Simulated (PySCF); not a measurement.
## Nonlinear optical response: SMILES Fc1ccc(C(F)(F)F)o1, C5H2F4O

Cartesian coordinates in Å; atom numbers follow the order of the lines, from 1:
```xyz
12

F    -2.522    1.677   -0.369
C    -1.603    0.758   -0.322
C    -1.603   -0.548   -0.704
C    -0.285   -1.009   -0.391
C     0.373    0.054    0.145
C     1.760    0.220    0.657
F     2.442    1.137   -0.034
F     2.407   -0.940    0.559
F     1.779    0.603    1.935
O    -0.438    1.144    0.189
H    -2.429   -1.097   -1.147
H     0.123   -2.005   -0.543
```

Method used: PySCF 2.14.0, quadratic response CAM-B3LYP/aug-cc-pVDZ first hyperpolarisability, Taylor convention, gas phase. Geometry: PBE0-D3(BJ)/def2-SVP.

(1) Give β for the processes computed.

(2) Which lowest excitations, dipole and polarisabilities go with it?

Results:

(1) In 10⁻³⁰ esu, Taylor convention; the vector part is βᵢ = ⅓ Σⱼ (βᵢⱼⱼ + βⱼᵢⱼ + βⱼⱼᵢ); β∥ is 3/5 of the vector part along the dipole, the dipole points from − to +:
| process | λ (nm) | β vector norm | β∥ | β HRS | depolarisation ratio |
| --- | --- | --- | --- | --- | --- |
| static β(0;0,0) | ∞ | 1.59 | -0.43 | 0.63 | 5.68 |
| second harmonic β(−2ω;ω,ω) | 1907 | 1.64 | -0.43 | 0.66 | 5.58 |
| Pockels β(−ω;ω,0) | 1907 | 1.61 | -0.43 | – | – |
| second harmonic β(−2ω;ω,ω) | 1064 | 1.79 | -0.43 | 0.72 | 5.36 |
| Pockels β(−ω;ω,0) | 1064 | 1.65 | -0.43 | – | – |

(2) S1 6.07 eV (f = 0.199); S2 6.28 eV (f = 0.002); S3 6.95 eV (f = 0.006); dipole 2.74 D; isotropic α 62.4 au static, 62.6 au at 1907 nm, 62.9 au at 1064 nm, 63.1 au at 953.5 nm, 64.6 au at 532 nm.
